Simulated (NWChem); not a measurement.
C₂H₃Br; SMILES C=CBr

```xyz
6

C     -0.3248     2.1023     0.0000
C      0.5144     1.0725     0.0000
Br    -0.0401    -0.7235     0.0000
H     -1.4097     1.9737     0.0000
H      0.0758     3.1198     0.0000
H      1.6016     1.1787     0.0000
```
Atoms are numbered in this order, from 1.

Results from NWChem. Pople sets run with spherical d functions. Geometry: optimised at PBE0/def2-SVP.

### Question
Taking B3LYP/aug-cc-pVTZ as the yardstick, which of these has the fewest basis functions while keeping “highest occupied level (eV)” within 0.1 eV of it: B3LYP/STO-3G; B3LYP/3-21G; B3LYP/6-31G*; B3LYP/def2-SVP; B3LYP/def2-SVPD; B3LYP/def2-TZVP?

### Answer
B3LYP/def2-SVPD.
| level | basis functions | highest occupied level (eV) |
|---|---|---|
| B3LYP/STO-3G | 31 | -4.71 |
| B3LYP/3-21G | 46 | -6.77 |
| B3LYP/6-31G* | 66 | -6.97 |
| B3LYP/def2-SVP | 75 | -7.02 |
| B3LYP/def2-SVPD | 105 | -7.23 |
| B3LYP/def2-TZVP | 128 | -7.18 |
| B3LYP/aug-cc-pVTZ | 220 | -7.21 |

The yardstick is one finite set, not the basis-set limit.
